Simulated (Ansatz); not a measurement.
Total energies of AlAsH₆O₃, SMILES `[OH][Al-]([OH])([OH])[AsH3+]`.

```xyz
11

O    -1.258    1.272   -1.051
Al    0.154    0.957   -0.141
O     1.642    0.811   -0.969
O     0.181    1.418    1.505
As   -0.267   -1.643    0.243
H    -1.210    1.417   -1.994
H     2.466    1.034   -0.540
H    -0.553    1.889    1.894
H     0.705   -2.457    1.061
H    -0.338   -2.579   -0.937
H    -1.523   -2.119    0.929
```

Charge 0, multiplicity 1. Correlated methods include outer-core shells of As, which these sets cover unevenly. Scalar relativity is left out up to krypton. The structure was optimised at the PBE0-D4/def2-TZVP level. It is one conformer, not always the lowest. Basis def2-TZVPP, Ansatz.

RPA on PBE orbitals: Hartree–Fock energy of these orbitals -2704.42054 Eh, correlation -1.70276 Eh (frozen core).

```tsv
functional	energy without D4 (Eh)	D4 term (kJ/mol)
PBE	-2707.15233	-22.6
r2SCAN	-2707.73208	-5.7
B3LYP	-2707.94748	-36.5
r2SCANh	-2707.71009	-6.1
r2SCAN0	-2707.67871	-6.8
HSE06 (plane-wave form)	-2707.22789	-18.3
CAM-B3LYP	-2707.93743	-20.1
ωB97M-V	-2707.65906	–
B2PLYP	-2707.24527	–
PBE-QIDH	-2706.81170	–
```

Q: Give the same for LDA (SPW92), revPBE, BLYP, B97M-V, PBE0, BHLYP, LC-ωPBE, ωB97X-V. (Estimate.)

A: The calculation gave: 
```
 functional  energy without D4 (Eh)  D4 term (kJ/mol)
LDA (SPW92)             -2701.88650                 –
     revPBE             -2707.55916             -60.1
       BLYP             -2707.88283             -48.1
     B97M-V             -2707.33427                 –
       PBE0             -2707.24276             -19.5
      BHLYP             -2707.75049             -30.2
    LC-ωPBE             -2707.36740                 –
    ωB97X-V             -2707.55147                 –
```

B3LYP takes the VWN-RPA correlation (the form of Gaussian; ORCA's B3LYP/G). HSE06 is the plane-wave form, built on full-range PBE exchange. The double hybrids freeze the cores in their second-order part.

LC-ωPBE has ω = 0.4 bohr⁻¹.
